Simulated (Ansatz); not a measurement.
`OB(F)[SiH2][SiH3]` + CH₃SH → `CS[SiH2][SiH3]` + `OBF`  (cleavage of the Si–B bond)

Gas-phase electronic energies from Ansatz, PBE0-D4/def2-TZVP geometries. CCSD(T)/CBS adds triple-zeta CCSD(T) − MP2 to the extrapolated MP2 energy (def2 sets, frozen cores). This one scheme is used for every species. DFT in def2-TZVPP. One conformer a species, not always the lowest.

`OB(F)[SiH2][SiH3]`:

Cartesian coordinates in Å:
```
O -0.064 -1.819 -1.784
B 0.641 -1.325 -0.747
F 1.977 -1.364 -0.798
Si -0.297 -0.477 0.839
Si -0.369 1.844 0.534
H 0.491 -2.166 -2.493
H 0.452 -0.768 2.093
H -1.685 -0.994 0.975
H -1.124 2.173 -0.705
H 1.011 2.384 0.401
H -1.033 2.512 1.686
```

CH₃SH:

```xyz
6

C     0.447    0.159   -0.127
S    -1.350    0.265    0.022
H     0.926    0.096    0.849
H     0.766    1.082   -0.612
H     0.747   -0.682   -0.751
H    -1.537   -0.921    0.620
```

`CS[SiH2][SiH3]`:

Cartesian coordinates in Å:
```
C 2.049 -0.939 1.240
S 0.928 0.475 1.039
Si -0.370 -0.289 -0.465
Si -1.948 1.374 -0.926
H 2.576 -1.154 0.311
H 1.506 -1.823 1.574
H 2.776 -0.660 2.003
H 0.401 -0.642 -1.691
H -1.037 -1.537 0.006
H -2.719 1.706 0.302
H -1.272 2.601 -1.422
H -2.891 0.887 -1.969
```

`OBF`:

```xyz
5

O    -0.123    0.100    0.992
B     0.243   -0.199   -0.267
F    -0.406    0.335   -1.300
H    -0.866    0.710    1.040
H     1.152   -0.945   -0.464
```

**Question.** Is it downhill or uphill in electronic energy at CCSD(T)/CBS, and by how much? (Estimate.)

**Answer.** Computed: Downhill: ΔE = -0.80 eV.

**Question.** What do these levels give: PBE-D4, r2SCAN-D4, PBE0-D4, ωB97X-V, ωB97M-V, B2PLYP, PBE, HF/def2-TZVPP, MP2/def2-TZVPP, SCS-MP2/def2-QZVPP, HF/CBS(def2), CCSD/CBS(def2)? (An estimate is asked.)

**Answer.** Ansatz gave: PBE-D4 -0.70, r2SCAN-D4 -0.76, PBE0-D4 -0.74, ωB97X-V -0.74, ωB97M-V -0.78, B2PLYP -0.78, PBE -0.67, HF/def2-TZVPP -0.82, MP2/def2-TZVPP -0.87, SCS-MP2/def2-QZVPP -0.86, HF/CBS(def2) -0.82, CCSD/CBS(def2) -0.79 eV.

Largest T1 diagnostic among the species: 0.014.

The D4 term adds −0.05 eV with B3LYP and −0.03 eV with PBE0; it sums over pairs of atoms, weighted by their polarisabilities, and B3LYP, whose exchange is more repulsive, gets the larger term. From PBE to PBE0 (25 % exact exchange), in def2-TZVPP and without D4, ΔE moves by −0.04 eV.

B3LYP here is the variant with VWN-RPA as its local correlation; programs differ in this.
